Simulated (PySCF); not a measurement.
PbI, SMILES [Pb+][I] (connectivity only; charge and spin as stated), charge +1, multiplicity 1.

Coordinates come from a r2SCAN-D4/def2-TZVP optimisation. The multiplicity is an assumed one; other spin states were not compared. The def2 effective core potentials stand for the cores of I, Pb; spin–orbit coupling is left out.

Two levels are set side by side: PBE/def2-TZVPD (PySCF) and PBE0/def2-TZVPD (PySCF). Same geometry, gas phase. Differences are taken from unrounded values.

```csv
quantity,PBE
orbital gap (eV),2.91
highest occupied level (eV),-12.05
lowest empty level (eV),-9.14
mean polarisability (bohr³),65.9
```

Problem. These are the PBE values. What does PBE0 give? (The exact figures need the calculation; the answer reports its results.)

Solution. 
| quantity | PBE0 | PBE minus PBE0 |
|---|---|---|
| orbital gap (eV) | 4.53 | -1.62 |
| highest occupied level (eV) | -13.02 | 0.96 |
| lowest empty level (eV) | -8.48 | -0.66 |
| mean polarisability (bohr³) | 64.9 | 1.1 |

PBE's occupied levels lie high since its potential decays too fast outside the molecule; exact exchange lowers them and widens the gap. Differences between two approximate levels are no errors against the true value.

Rough cost on one machine, each run with all the roots and properties that it gave: PBE0 against PBE within a factor of 2.
